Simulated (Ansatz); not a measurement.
Two members of one family ((Ag2Te)n off), computed with Ansatz in the gas phase; def2 core potentials for Ag, Te, no spin–orbit coupling. HOMO and LUMO are taken over both spins. The structures are stationary points that may keep the symmetry of their start.

First: Ag5Te2⁺ (singlet, charge 1, PBE-D4/def2-SVP geometry).

Cartesian coordinates in Å:
```
Ag 0.226 -2.921 -0.892
Ag -2.608 1.268 0.233
Ag -0.513 -0.240 -1.219
Ag 1.967 0.675 -0.251
Ag -0.203 0.470 1.592
Te 1.475 -1.711 1.088
Te -0.344 2.458 -0.552
```

| level | HOMO (eV) | LUMO (eV) | gap (eV) |
| --- | --- | --- | --- |
| PBE-D4/def2-SVP | -8.85 | -7.73 | 1.13 |
| PBE-D4/def2-TZVP | -8.83 | -7.70 | 1.12 |
| r2SCAN-D4/def2-TZVP | -8.89 | -7.57 | 1.32 |
| PBE0-D4/def2-SVP | -9.59 | -6.98 | 2.61 |
| PBE0-D4/def2-TZVP | -9.55 | -6.94 | 2.61 |

Second: Ag8Te4⁺ (doublet, charge 1, PBE-D4/def2-SVP geometry).

```xyz
12

Ag    1.7144    0.2634   -1.0462
Ag    0.0417    1.5463   -3.0589
Ag   -1.2489    1.5351   -0.4425
Ag   -1.0644   -2.6346    0.3271
Ag   -0.7883   -0.9373   -1.8883
Ag    1.0319    1.7328    1.4205
Ag    1.2959   -1.3535    1.4146
Ag   -1.2917   -0.2394    1.9420
Te    1.4180   -2.5033   -1.0781
Te   -3.0080   -0.6035   -0.1730
Te    1.0774    2.9997   -1.0200
Te    0.8220    0.1943    3.6028
```

What does the change do? Estimate second minus first.


| level | Δ HOMO (eV) | Δ LUMO (eV) | Δ gap (eV) |
| --- | --- | --- | --- |
| PBE-D4/def2-SVP | -0.06 | -0.95 | -0.89 |
| PBE-D4/def2-TZVP | -0.05 | -0.93 | -0.88 |
| r2SCAN-D4/def2-TZVP | -0.07 | -1.13 | -1.06 |
| PBE0-D4/def2-SVP | 0.14 | -1.45 | -1.59 |
| PBE0-D4/def2-TZVP | 0.16 | -1.41 | -1.57 |
